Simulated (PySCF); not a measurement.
SSi, charge +1, multiplicity 2. Atoms are numbered in the order given.

```xyz
2

Si     0.0000     0.0000    -1.1088
S      0.0000     0.0000     0.9702
```
Charge +1, spin multiplicity 2.

Geometry: r2SCAN-D4/def2-TZVPD. The multiplicity is an assumed one; other spin states were not compared.

Level of theory: CAM-B3LYP/def2-TZVPD (PySCF).

The molecule is in vacuum.

```json
{
 "total_energy": "-687.34999 hartree",
 "point_group": "C∞v",
 "α spin, highest occupied and lowest empty level": "-16.36 and -8.38 eV",
 "β spin, highest occupied and lowest empty level": "-16.15 and -11.01 eV",
 "dipole_moment_about_the_centre_of_nuclear_charge": "2.56 D",
 "⟨S²⟩": "0.755 (pure state 0.75)"
}
```
